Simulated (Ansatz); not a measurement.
`F/C=N/[SiH](F)Cl` and `F/C=N/[SiH2]F` differ in one atom or group.

Ansatz, PBE0-D4/def2-TZVP geometries, multiplicity 1. Each molecule was computed in one conformer, which needn't be the lowest.

| property | `F/C=N/[SiH](F)Cl` |
| --- | --- |
| LUMO energy (PBE/def2-TZVPP) / eV | -2.31 |
| HOMO energy (PBE/def2-TZVPP) / eV | -7.37 |
| HOMO–LUMO gap (PBE0/def2-TZVPP) / eV | 7.64 |
| size of the dipole moment (B3LYP/def2-TZVPP) / D | 1.25 |
| HOMO energy (PBE0/def2-TZVPP) / eV | -8.89 |
| HOMO–LUMO gap (B3LYP/def2-TZVPP) / eV | 7.13 |

(1) What does the change do to each property? (Estimate.)

Results:

(1) Ansatz gave: 
| property | `F/C=N/[SiH2]F` | shift |
| --- | --- | --- |
| LUMO energy (PBE/def2-TZVPP) / eV | -1.99 | 0.32 |
| HOMO energy (PBE/def2-TZVPP) / eV | -7.19 | 0.18 |
| HOMO–LUMO gap (PBE0/def2-TZVPP) / eV | 7.79 | 0.15 |
| size of the dipole moment (B3LYP/def2-TZVPP) / D | 0.74 | -0.51 |
| HOMO energy (PBE0/def2-TZVPP) / eV | -8.69 | 0.20 |
| HOMO–LUMO gap (B3LYP/def2-TZVPP) / eV | 7.28 | 0.15 |

With PBE0 the HOMO rises by 0.20 eV and the LUMO rises by 0.35 eV, so the gap widens by about 0.15 eV. PBE moves the HOMO by 0.18 eV and ωB97M-V by 0.19 eV. Dipoles are sizes alone; their direction can turn.

Positive LUMOs are unbound, so they and the gaps depend on the basis.

B3LYP here is the variant with VWN-RPA as its local correlation; programs differ in this.
